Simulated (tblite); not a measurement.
C₅H₁₁AsSi.
Atom-mapped SMILES: `[CH3:1][C:2]#[C:3][SiH2:4][AsH:5][CH2:6][CH3:7]` (hydrogens: H8, H9, H10 on C1; H11, H12 on Si4; H13 on As5; H14, H15 on C6; H16, H17, H18 on C7)

Computed with GFN2-xTB (tblite), gas phase: L-BFGS steps from a force-field or distance-geometry start until the largest atomic force falls under 0.01 eV/Å.

Step 39: E = -553.3699 eV
```
atom  x, y, z in Å  |  force x, y, z in eV/Å
C1      3.9718    1.5475   -0.0057   -0.061  -0.029  -0.006
C2      2.8869    0.6375   -0.3184   -0.019   0.002   0.061
C3      1.9723   -0.1228   -0.5220   -0.032   0.033  -0.021
Si4     0.5777   -1.2965   -0.8603    0.111   0.023  -0.056
As5    -1.1184   -1.1623    0.7576    0.003   0.018  -0.011
C6     -2.6105   -0.6802   -0.4900    0.008   0.002   0.019
C7     -3.0571    0.7635   -0.2929    0.004   0.079   0.014
H8      4.6338    1.6792   -0.8625   -0.062  -0.050   0.000
H9      3.5695    2.5197    0.2809   -0.008  -0.005  -0.018
H10     4.5494    1.1505    0.8292    0.018  -0.007  -0.007
H11     0.0323   -0.9668   -2.2005    0.082  -0.001   0.055
H12     1.2069   -2.6304   -0.9535   -0.051   0.044   0.018
H13    -1.3760   -2.6470    0.6394    0.017  -0.025  -0.015
H14    -3.4553   -1.3485   -0.3014    0.021   0.006  -0.018
H15    -2.2860   -0.8305   -1.5238   -0.104  -0.012  -0.001
H16    -3.5105    0.8889    0.6941    0.079   0.012  -0.077
H17    -2.2032    1.4430   -0.3664   -0.064  -0.039  -0.001
H18    -3.7921    1.0613   -1.0450    0.057  -0.052   0.064
```

Step 40: E = -553.3732 eV
```
atom  x, y, z in Å  |  force x, y, z in eV/Å
C1      3.9690    1.5461   -0.0071    0.040   0.028   0.046
C2      2.8847    0.6393   -0.3145   -0.007   0.026   0.058
C3      1.9673   -0.1168   -0.5143   -0.026   0.027  -0.022
Si4     0.5818   -1.2910   -0.8542   -0.057  -0.050  -0.054
As5    -1.1272   -1.1684    0.7596    0.042   0.019  -0.062
C6     -2.6131   -0.6821   -0.4934    0.013   0.009   0.016
C7     -3.0526    0.7643   -0.2947    0.018   0.009   0.021
H8      4.6308    1.6755   -0.8630   -0.048  -0.047  -0.043
H9      3.5734    2.5203    0.2798   -0.031   0.013  -0.014
H10     4.5500    1.1506    0.8261    0.016  -0.018   0.009
H11     0.0333   -0.9618   -2.1940    0.089  -0.002   0.060
H12     1.2105   -2.6243   -0.9477   -0.041   0.033   0.017
H13    -1.3808   -2.6525    0.6306    0.018  -0.031  -0.015
H14    -3.4596   -1.3491   -0.3080    0.006   0.021   0.009
H15    -2.2931   -0.8337   -1.5281   -0.069  -0.008  -0.006
H16    -3.4778    0.8932    0.7035    0.037   0.025  -0.066
H17    -2.2004    1.4416   -0.3906   -0.044  -0.031  -0.016
H18    -3.8049    1.0553   -1.0311    0.044  -0.025   0.061
```

Step 41: E = -553.3751 eV
```
atom  x, y, z in Å  |  force x, y, z in eV/Å
C1      3.9673    1.5453   -0.0076    0.070   0.045   0.058
C2      2.8821    0.6403   -0.3111   -0.003   0.036   0.058
C3      1.9625   -0.1135   -0.5067   -0.025   0.022  -0.028
Si4     0.5819   -1.2886   -0.8517   -0.104  -0.057  -0.023
As5    -1.1319   -1.1711    0.7593    0.061  -0.001  -0.083
C6     -2.6140   -0.6834   -0.4960    0.010   0.012   0.009
C7     -3.0489    0.7643   -0.2957    0.026  -0.030  -0.007
H8      4.6274    1.6717   -0.8649   -0.040  -0.042  -0.055
H9      3.5750    2.5205    0.2789   -0.036   0.023  -0.012
H10     4.5498    1.1498    0.8241    0.022  -0.020   0.020
H11     0.0359   -0.9569   -2.1900    0.081  -0.003   0.038
H12     1.2134   -2.6193   -0.9418   -0.034   0.011   0.010
H13    -1.3821   -2.6559    0.6235    0.018  -0.023  -0.010
H14    -3.4611   -1.3497   -0.3104   -0.007   0.031   0.024
H15    -2.2996   -0.8367   -1.5321   -0.045  -0.005  -0.004
H16    -3.4541    0.8955    0.7083   -0.009   0.035  -0.014
H17    -2.2002    1.4417   -0.4069   -0.002  -0.021  -0.027
H18    -3.8122    1.0523   -1.0204    0.019  -0.013   0.047
```

**Question.** Estimate the geometry and energy of step 42. (The exact step hangs on the optimiser's Hessian estimate; all steps are aligned on step 41, rigid shifts and turns removed.)

**Answer.** E = -553.3775 eV, largest force 0.116 eV/Å
```
atom  x, y, z in Å  |  force x, y, z in eV/Å
C1      3.9672    1.5456   -0.0080    0.065   0.036   0.053
C2      2.8780    0.6437   -0.3047   -0.008   0.037   0.057
C3      1.9535   -0.1061   -0.4918   -0.019   0.020  -0.037
Si4     0.5794   -1.2852   -0.8460   -0.107  -0.036   0.028
As5    -1.1421   -1.1792    0.7555    0.082   0.005  -0.077
C6     -2.6177   -0.6873   -0.5030    0.003   0.012   0.013
C7     -3.0413    0.7629   -0.2979    0.012  -0.027   0.026
H8      4.6231    1.6660   -0.8694   -0.036  -0.034  -0.049
H9      3.5783    2.5225    0.2773   -0.024   0.025  -0.008
H10     4.5510    1.1481    0.8217    0.029  -0.008   0.024
H11     0.0395   -0.9476   -2.1817    0.064  -0.002  -0.011
H12     1.2193   -2.6096   -0.9308   -0.025  -0.025  -0.003
H13    -1.3865   -2.6632    0.6139    0.012  -0.040  -0.015
H14    -3.4672   -1.3502   -0.3163   -0.021   0.044   0.039
H15    -2.3114   -0.8412   -1.5413   -0.016  -0.006  -0.004
H16    -3.4071    0.9016    0.7215   -0.029   0.030  -0.058
H17    -2.1966    1.4388   -0.4420    0.010  -0.033  -0.034
H18    -3.8282    1.0466   -0.9981    0.008   0.002   0.056
```

The energy changes by -0.0024 eV. The first-order estimate −F·Δx gives -0.0035 eV and the mean of the old and new forces, exact on a quadratic surface, -0.0023 eV. The step makes an angle of 81° with the force vector and moves no atom by more than 0.049 Å.

What follows is the cost of the whole relaxation. The run took 2.7 s wall on Arm Neoverse N1, one thread, shared host with 64 logical CPUs at a one-minute load of 56.
